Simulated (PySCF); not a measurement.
C4H7BF3N.
SMILES: `[BH3-][N+]#CCCC(F)(F)F`

Four sets of settings were typed for PySCF runs (density fitting) on one GFN2-xTB geometry. Runs with no stated cap are allowed at least 80 cycles.

Problem. One run ended without self-consistency. Which?
A. B97-2/SBKJC-VDZ, at most 76 cycles
B. PBE0/def2-SVPD, fitting basis def2-qzvpp-jkfit, damping 0.1 at the start, DIIS from the seventh cycle
C. M06-2X/cc-pVDZ, DIIS off, at most 78 cycles
D. WP04/STO-3G, energy threshold 1e-06 Eh

Solution. C. The energy swings between two values 71 Eh apart, cycle after cycle, with a gradient of 1.8e+01 at cycle 78; DIIS was off. Go back to DIIS. Its energy and orbitals aren't self-consistent and shouldn't be used.

The end of its output:
```
cycle  70  E = -135.3795647841  dE = -7.083e+01  |g| = 1.850e+01  |ddm| = 1.997e+02
cycle  71  E = -64.5456871366  dE =  7.083e+01  |g| = 1.784e+01  |ddm| = 1.997e+02
cycle  72  E = -135.3795647841  dE = -7.083e+01  |g| = 1.850e+01  |ddm| = 1.997e+02
cycle  73  E = -64.5456871366  dE =  7.083e+01  |g| = 1.784e+01  |ddm| = 1.997e+02
cycle  74  E = -135.3795647841  dE = -7.083e+01  |g| = 1.850e+01  |ddm| = 1.997e+02
cycle  75  E = -64.5456871366  dE =  7.083e+01  |g| = 1.784e+01  |ddm| = 1.997e+02
cycle  76  E = -135.3795647841  dE = -7.083e+01  |g| = 1.850e+01  |ddm| = 1.997e+02
cycle  77  E = -64.5456871366  dE =  7.083e+01  |g| = 1.784e+01  |ddm| = 1.997e+02
cycle  78  E = -135.3795647841  dE = -7.083e+01  |g| = 1.850e+01  |ddm| = 1.997e+02
SCF not converged, last energy = -135.3795647841
```

The others met their thresholds:

```tsv
settings	basis functions	SCF cycles	E (Eh)	HOMO (eV)	LUMO (eV)	dipole (D)
B97-2/SBKJC-VDZ, at most 76 cycles	86	15	-112.0255	-7.57	-0.76	4.00
PBE0/def2-SVPD, fitting basis def2-qzvpp-jkfit, damping 0.1 at the start, DIIS from the seventh cycle	245	23	-534.8144	-7.89	-0.80	4.63
WP04/STO-3G, energy threshold 1e-06 Eh	52	8	-539.3031	-8.11	-1.57	5.21
```

WP04 was designed for NMR shieldings or shifts; total energies of different functionals aren't comparable. B97-2/SBKJC-VDZ replaces inner electrons by core potentials.

Conformer computed: `[BH3-:1][N+:2]#[C:3][CH2:4][CH2:5][C:6]([F:7])([F:8])[F:9]`: C3–C4–C5–C6 180°, C4–C5–C6–F7 60°.
